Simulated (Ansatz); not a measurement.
Consider the ligand exchange at the Si–C bond: `O[SiH](O)C[SiH2]F` + `O[SiH](O)F` → `O[SiH](F)O[SiH2]F` + `C[SiH](O)O`.

Calculated with Ansatz (gas phase, PBE0-D4/def2-TZVP geometries, no zero-point term in ΔE). CBS: MP2 limit from def2 TZ/QZ plus the TZ coupled-cluster correction, frozen cores. This one scheme is used for every species. Functionals use def2-TZVPP. Each species was taken in one conformer, which may not be the lowest.

```json
{"level": "ωB97X-V", "ΔE (kcal/mol)": "-24.9"}
{"level": "r2SCAN", "ΔE (kcal/mol)": "-25.0"}
{"level": "CCSD/def2-TZVPP", "ΔE (kcal/mol)": "-26.5"}
{"level": "SCS-MP2/def2-QZVPP", "ΔE (kcal/mol)": "-27.2"}
```

What does CCSD(T)/CBS give? (Best estimate.)

The calculation gave: -25.6 kcal/mol. The listed levels differ from it by 0.7, 0.6, -0.9, -1.6 kcal/mol.

Largest T1 diagnostic among the species: 0.012.

From PBE to PBE0 (25 % exact exchange), in def2-TZVPP and without D4, ΔE moves by −1.1 kcal/mol. The D4 term adds +1.4 kcal/mol with B3LYP and +0.7 kcal/mol with PBE0; it sums over pairs of atoms, weighted by their polarisabilities, and B3LYP, whose exchange is more repulsive, gets the larger term. In def2-TZVPP, CCSD(T) changes the Hartree–Fock value by +6.1 kcal/mol (the triples alone add +0.9 kcal/mol) and MP2 by +6.1 kcal/mol.

B3LYP here is the variant with VWN-RPA as its local correlation; programs differ in this.
